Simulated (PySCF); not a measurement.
C₄H₅PSe.
Atom-mapped SMILES: `[Se:1]=[PH:2]1[CH:3]=[CH:4][CH:5]=[CH:6]1` (hydrogens: H7 on P2; H8 on C3; H9 on C4; H10 on C5; H11 on C6)

Structure used (PBE0-D3(BJ)/def2-SVP), in Å, numbered top down from 1:
```xyz
11
C4H5PSe angstrom
Se    -2.123    1.922   -1.267
P     -1.027    0.858    0.160
C     -0.866   -0.942    0.001
C      0.440   -1.267   -0.007
C      1.365   -0.129    0.129
C      0.773    1.074    0.243
H     -1.433    1.025    1.519
H     -1.709   -1.625   -0.108
H      0.809   -2.290   -0.119
H      2.449   -0.273    0.121
H      1.270    2.040    0.330
```

The calculation used PBE0-D3(BJ)/def2-SVP geometry optimisation, gas phase in PySCF.

Masses are those of the commonest isotopes; rigid-rotor values at the optimised geometry. 

Q: Give the principal moments of inertia and the rotational constants in GHz.

A: Ia = 91.84, Ib = 476.17, Ic = 521.66 u·Å²; 505379 MHz·u·Å²/I gives 5503, 1061 and 968.8 MHz, that is A = 5.5027, B = 1.0613, C = 0.9688 GHz.

Q: Classify the top.

A: A near-prolate asymmetric top; Ray's κ = -0.959.

Q: What does the inertial defect say?

A: Not planar: Δ = Ic − Ia − Ib = -46.35 u·Å². For a rigid frame Δ = −2 Σ m c², so Σ m c² = 23.18 u·Å² lies off the ab plane: 5.56 from hydrogen and 17.62 from heavier atoms. The atom farthest from that plane is 2.03 Å away.

Q: Give the other two planar moments, Paa and Pbb, and the rms extents of the mass along the axes.

A: Paa = Σ m a² = (Ib + Ic − Ia)/2 = 453.00 and Pbb = Σ m b² = (Ia + Ic − Ib)/2 = 68.66 u·Å². With the mass M = 163.93 u, the rms extents √(P/M) along a, b and c are 1.66, 0.65, 0.38 Å.

Q: List the rotational levels J(Ka,Kc) to J = 5 (MHz).

A: Above 0(0,0):
J = 1: 1(0,1) 2030, 1(1,1) 6472, 1(1,0) 6564
J = 2: 2(0,2) 6089, 2(1,2) 10439, 2(1,1) 10717, 2(2,1) 24041, 2(2,0) 24043
J = 3: 3(0,3) 12174, 3(1,3) 16390, 3(1,2) 16945, 3(2,2) 30131, 3(2,1) 30139, 3(3,1) 52571, 3(3,0) 52571
J = 4: 4(0,4) 20280, 4(1,4) 24322, 4(1,3) 25248, 4(2,3) 38251, 4(2,2) 38272, 4(3,2) 60694, 4(3,1) 60694, 4(4,1) 92105, 4(4,0) 92105
J = 5: 5(0,5) 30402, 5(1,5) 34236, 5(1,4) 35623, 5(2,4) 48398, 5(2,3) 48448, 5(3,3) 70849, 5(3,2) 70850, 5(4,2) 102259, 5(4,1) 102259, 5(5,1) 142645, 5(5,0) 142645
Those of J = 1 are B + C, A + C and A + B.

Q: Which types of transition are allowed, and where do some lines up to J = 5 fall?

A: The dipole components are |μa| = 4.51 D, |μb| = 0.00 D, |μc| = 0.81 D; the mirror of this Cs structure is the ac plane, so μb vanishes by symmetry and there are no b-type lines. The squared components, which scale the intensities, stand as 1.00 : 0.03 (a : c). Some lines, for components of 0.1 D or more:

| type | branch | J(Ka,Kc) | MHz | lower level (cm⁻¹) |
| --- | --- | --- | --- | --- |
| a | Q | 4(1,3) ← 4(1,4) | 925 | 0.811 |
| c | Q | 2(1,2) ← 2(0,2) | 4350 | 0.203 |
| a | R | 3(1,3) ← 2(1,2) | 5951 | 0.348 |
| a | R | 4(1,4) ← 3(1,3) | 7933 | 0.547 |
| a | R | 4(2,3) ← 3(2,2) | 8119 | 1.005 |
| a | R | 4(3,2) ← 3(3,1) | 8123 | 1.754 |
| a | R | 5(1,5) ← 4(1,4) | 9913 | 0.811 |
| a | R | 5(4,2) ← 4(4,1) | 10154 | 3.072 |
| a | R | 5(4,1) ← 4(4,0) | 10154 | 3.072 |
| a | R | 5(3,2) ← 4(3,1) | 10156 | 2.025 |
| a | R | 5(1,4) ← 4(1,3) | 10376 | 0.842 |
| c | R | 3(1,2) ← 2(0,2) | 10856 | 0.203 |
| c | R | 4(1,3) ← 3(0,3) | 13074 | 0.406 |
| c | Q | 2(2,1) ← 2(1,1) | 13324 | 0.357 |
| c | R | 4(2,2) ← 3(1,2) | 21327 | 0.565 |
| c | Q | 5(3,3) ← 5(2,3) | 22401 | 1.616 |
| c | Q | 3(3,1) ← 3(2,1) | 22432 | 1.005 |
| c | R | 3(3,0) ← 2(2,0) | 28528 | 0.802 |
| c | R | 3(3,1) ← 2(2,1) | 28530 | 0.802 |
| c | R | 4(4,1) ← 3(3,1) | 39534 | 1.754 |
| c | Q | 5(5,1) ← 5(4,1) | 40386 | 3.411 |

Q: Estimate the classical rotational partition function at 10 K, 25 K and 200 K.

A: Point group Cs, symmetry number σ = 1; q = (√π/σ)·√((kT/h)³/(ABC)), k/h = 20836.6 MHz/K: 2240 at 10 K, 8860 at 25 K, 200000 at 200 K.

No frequency check. These are rigid-rotor constants of the computed structure; measured ground-state constants (B0) also hold zero-point vibration.

The run took 17 s of wall time on one thread of an AMD EPYC 9R45, shared host with 96 logical CPUs at a one-minute load of 36, and the process peaked at 0.58 GiB of memory. That covers the optimisation of the geometry.
